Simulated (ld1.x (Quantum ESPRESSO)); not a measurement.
carbon (C): one change to a TM potential, before and after

- Element: carbon
- Generator: ld1.x (Quantum ESPRESSO) 7.5
- Type: norm-conserving Troullier–Martins (Kleinman–Bylander form)
- Functional: LDA (PZ)
- Relativity: scalar-relativistic
- Frozen core: [He]
- Valence charge: 4
- Reference configuration: 2s2 2p2
- Partial waves: 2p (bound): rc 2.45 bohr; 3d channel at 0.2 Ry: rc 2.65 bohr; 2s (bound): rc 1.20 bohr
- Local potential: the s channel
- Core correction: none

Change: wave 2p (bound): rc 2.45 bohr becomes 2p (bound): rc 2.40 bohr.

Cutoffs: the cutoffs (Ry, on a coarse ladder) from which the occupation-weighted sum of valence levels, in a spherical-Bessel basis at the reference potential, stays within 10 and 1 mRy of its value at 400 Ry; they do not see the model core or the augmentation charge, which bear on the density cutoff. Errors are all-electron minus pseudo energies relative to the spin-unpolarised reference configuration.

**Question.** Predict the effect on cutoff, ghosts and configuration errors.

**Answer.** The potential gets neither clearly harder nor softer (35 Ry and 90 Ry → 35 Ry and 90 Ry); of the 9 tests that both files solve, the error grows in 0 and shrinks in 2 by more than 15 % and 0.3 meV (median size 62.4 → 61.7 meV); neither file shows a bound ghost.

```csv
quantity,base,changed
"cutoff, loose",35 Ry,35 Ry
"cutoff, tight",90 Ry,90 Ry
bound ghosts,none,none
"error for 2s2 2p1, meV [ΔE 10.99 eV]",+68,+62
"error for 2s2 2p0, meV [ΔE 35.25 eV]",+615,+566
"error for 2s1 2p0, meV [ΔE 83.22 eV]",+1275,+1185
"error for 2s0 2p4, meV [ΔE 16.52 eV]",-11,-4.6
"error for 2s1 2p3, meV [ΔE 8.24 eV]",-3.8,-2.2
"error for 2s1 2p2, meV [ΔE 19.48 eV]",-62,-56
"error for 2s2 2p1.5, meV [ΔE 4.03 eV]",+9.6,+8.7
"error for 2s2 2p2 (spin-polarised), meV [ΔE -1.13 eV]",+62,+67
"error for 2s2 2p1 (spin-polarised), meV [ΔE 10.59 eV]",+86,+82
s: phases at 2.90 bohr within 0.05 rad from the reference energy up to (Ry; the scan ends near 5),to the end of the scan,to the end of the scan
p: phases at 2.90 bohr within 0.05 rad from the reference energy up to (Ry; the scan ends near 5),0.9,1.0
d: phases at 2.90 bohr within 0.05 rad from the reference energy up to (Ry; the scan ends near 5),4.0,4.0
```
